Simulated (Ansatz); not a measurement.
A structure relaxed at PBE0-D4/def2-TZVP, charge 0, multiplicity 1:

```
atom    x (Å)    y (Å)    z (Å)
  F1   1.3210  -0.8777  -0.7916
 Ge2   0.0573   0.0103  -0.0419
 Cl3   0.9851   1.4329   1.2198
 Cl4  -0.9900   0.9970  -1.5929
  I5  -1.3735  -1.5626   1.2066
```

Question: Give its formula and SMILES.

Answer: Cl2FGeI, `[F][Ge]([Cl])([Cl])[I]`.

Question: Point group (tolerance 0.08 Å, 0.16 Å for H)?

Answer: Cs.

Question: Summarise the bond lengths by kind.

Answer: 1 × F–Ge 1.717 Å; 2 × Cl–Ge 2.116 Å; 1 × Ge–I 2.466 Å.

Results of the Gaussian-basis code of Ansatz.
